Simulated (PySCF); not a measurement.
# Working out the excitation energy of O⁺

O⁺ [He] 2s2 2p3 (4S) → O⁺ [He] 2s1 2p4 (4P). Computed with PySCF 2.14 in aug-cc-pVDZ-DK, with scalar relativity by spin-free X2C-1e. Frozen: 1s2. Energies in hartree (1 hartree = 27.21139 eV):

```csv
part,O⁺ (lower),O⁺ (upper)
UHF,-74.405878,-73.850540
MP2 opposite-spin,-0.052210,-0.051113
MP2 same-spin,-0.020039,-0.019990
```

Q: What does Hartree-Fock give?

A: (-73.850540) − (-74.405878) = 0.555338 hartree = 15.112 eV.

Q: What do MP2 and SCS-MP2 (6/5 opposite-spin, 1/3 same-spin) give?

A: The opposite-spin parts differ by 0.030 eV and the same-spin parts by 0.001 eV. MP2: 15.112 + (0.030) + (0.001) = 15.143 eV. SCS-MP2: 15.112 + 1.2 × (0.030) + (0.001)/3 = 15.148 eV.

Measured between the centres of the two terms (NIST): 14.870 eV, so MP2 (valence) is off by 0.273 eV.

A double-zeta basis recovers only part of the correlation energy.

What remains against the reference includes basis incompleteness, the frozen core and correlation beyond second order.
